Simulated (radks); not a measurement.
The barium ion Ba+ inside a hard spherical wall (all orbitals vanish at R), configuration held at [Xe] 6s1 and not refilled when levels cross. Method: scalar-relativistic Kohn-Sham, PBEsol, spin-polarised, spherical densities, point nucleus; open shells are filled with parallel spins first (spin-orbit coupling, left out, can overturn this in heavy ions); computed with a radial shooting solver on a logarithmic mesh with Libxc functionals. Eigenvalues in eV for spin up, with the zero of energy where the potential of the charges vanishes at infinity; a dash marks a level that is unbound or too diffuse for the functional's potential to be trusted. A positive occupied level is held by the wall or, in an anion where self-interaction has pushed it up, behind a barrier. The pressure on the wall is -dE/dV.

| R (bohr) | E (hartree) | kinetic (hartree) | e(4d) | e(5s) | e(5p) | e(6s) | e(5d, empty) | e(6p, empty) | pressure (GPa) |
|---|---|---|---|---|---|---|---|---|---|
| free | -8132.1714 | 8584.569 | -95.321 | -39.387 | -24.408 | -7.917 | -7.288 | -5.225 | 0 |
| 20 | -8132.1714 | 8584.569 | -95.321 | -39.387 | -24.408 | -7.917 | -7.288 | -5.225 | < 0.0001 |
| 15 | -8132.1714 | 8584.569 | -95.321 | -39.386 | -24.408 | -7.917 | -7.288 | -5.223 | < 0.0001 |
| 7 | -8132.1473 | 8584.720 | -94.716 | -38.823 | -23.876 | -7.017 | -6.752 | -3.316 | 1.18 |
| 6 | -8132.1042 | 8584.925 | -94.133 | -38.306 | -23.397 | -5.636 | -6.099 | -0.990 | 4.53 |
| 5 | -8131.9741 | 8585.507 | -92.867 | -37.262 | -22.412 | -1.932 | -4.491 | 4.533 | 21.0 |
| 4 | -8131.4881 | 8587.671 | -89.255 | -34.500 | -19.562 | 9.275 | 0.251 | 19.292 | 137 |
| 3.5 | -8130.7633 | 8590.769 | -85.044 | -31.254 | -15.912 | 22.771 | 5.985 | 35.675 | 410 |
| 2.5 | -8124.4238 | 8614.214 | -63.802 | -10.165 | 9.405 | 104.84 | 42.038 | 127.64 | 5530 |
| 2 | -8110.5687 | 8660.129 | -37.276 | 29.588 | 56.420 | 234.06 | 101.99 | 265.44 | 28100 |
| 1.5 | -8057.9791 | 8820.941 | 30.195 | 171.13 | 213.95 | 594.76 | 278.59 | 637.13 | 213000 |
